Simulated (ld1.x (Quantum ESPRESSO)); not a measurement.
**An all-electron radial function and its pseudo partner (vanadium)**

Columns: radius, all-electron u(r) and pseudo u(r) of the 3d shell (level -5.16 eV) of vanadium in the configuration [Ne] 3s2 3p6 3d3 4s2 4p0; PBE, scalar-relativistic, TM scheme, ld1.x (Quantum ESPRESSO) 7.5.

| r (bohr) | all-electron | pseudo |
| --- | --- | --- |
| 0.120 | 0.0601 | 0.0058 |
| 0.240 | 0.2400 | 0.0439 |
| 0.360 | 0.4407 | 0.1350 |
| 0.480 | 0.6047 | 0.2802 |
| 0.600 | 0.7186 | 0.4601 |
| 0.720 | 0.7848 | 0.6420 |
| 0.840 | 0.8120 | 0.7917 |
| 0.960 | 0.8109 | 0.8862 |
| 1.080 | 0.7912 | 0.9194 |
| 1.200 | 0.7598 | 0.9000 |
| 1.320 | 0.7219 | 0.8456 |
| 1.440 | 0.6808 | 0.7744 |
| 1.560 | 0.6389 | 0.7005 |
| 1.680 | 0.5975 | 0.6327 |
| 1.800 | 0.5575 | 0.5744 |
| 1.920 | 0.5195 | 0.5258 |
| 2.040 | 0.4836 | 0.4852 |
| 2.160 | 0.4500 | 0.4502 |
| 2.280 | 0.4187 | 0.4187 |
| 2.400 | 0.3896 | 0.3896 |
| 2.520 | 0.3625 | 0.3625 |
| 2.640 | 0.3372 | 0.3372 |
| 2.760 | 0.3137 | 0.3137 |
| 2.880 | 0.2919 | 0.2919 |
| 3.000 | 0.2715 | 0.2715 |
| 3.120 | 0.2525 | 0.2525 |

Question: How many radial nodes do the two functions have?

Answer: The all-electron 3d function has n − l − 1 = 0; the pseudo-wave has 0.

Question: At about which radius was the pseudo-wave matched?

Answer: 2.40 bohr. The columns agree to 0.0005 from 2.16 bohr on; several derivatives are matched, so the curves merge somewhat inside the radius.

Question: Is the pseudo-wave norm-conserving?

Answer: Yes: the TM scheme keeps the norm inside the radius equal to the all-electron one, which fixes the energy derivative of the logarithmic derivative at the level.
